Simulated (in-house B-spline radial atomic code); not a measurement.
## Correlation energy from the adiabatic connection: ω²r²/2, ω = 0.1

Two electrons in a singlet, external potential ω²r²/2, ω = 0.1 (atomic units). Full CI in B-splines (partial waves to l = 8, correlation up to 0.6 % small) with the density held fixed gives W(λ) = <V_ee>_λ − U, and E_c is the integral of W(λ) − W(0) from 0 to 1.

```csv
λ,W(λ) − W(0) (hartree)
0,0.00000
0.02,-0.00204
0.05,-0.00494
0.12,-0.01099
0.25,-0.02007
0.4,-0.02798
0.6,-0.03571
0.8,-0.04136
1,-0.04567
```

**Question.** Integrate the table by the trapezoid rule.

**Answer.** The strips give -0.00002, -0.00010, -0.00056, -0.00202, -0.00360, -0.00637, -0.00771, -0.00870, which sum to -0.02908 hartree. The direct value, W(1) − W(0) + T_c with T_c = 0.01643, is -0.02924; the curve is convex, so chords lie above it and the trapezoids fall short in size by 0.52 %.

**Question.** Now use only three numbers: W(0) = -0.21096, the initial slope W'(0) = -0.1045 (extrapolated from the first points) and the strong-coupling limit of the point-charge-plus-continuum model, W∞ = -0.28556. What do second-order theory and the interpolation W(λ) = W∞ + (W(0) − W∞)/√(1 + 2χλ) of Seidl, Perdew and Levy give?

**Answer.** Second order keeps the slope alone: E_c = W'(0)/2 = -0.05225, +79 % in size against -0.02924. Matching the slope fixes χ = W'(0)/(W∞ − W(0)) = -0.1045/(-0.07460) = 1.40080. Integrating, with s = √(1 + 2χ) = 1.949771, E_c = −(W(0) − W∞)(s − 1)/(s + 1) = −0.07460 × 0.949771/2.949771 = -0.02402 hartree, -17.8 % in size against the full result. At λ = 1 the formula gives W − W(0) = -0.03634 against -0.04567. Part of the miss can come from the model's W∞, which here lies above the computed W at λ = 10, -0.28736.
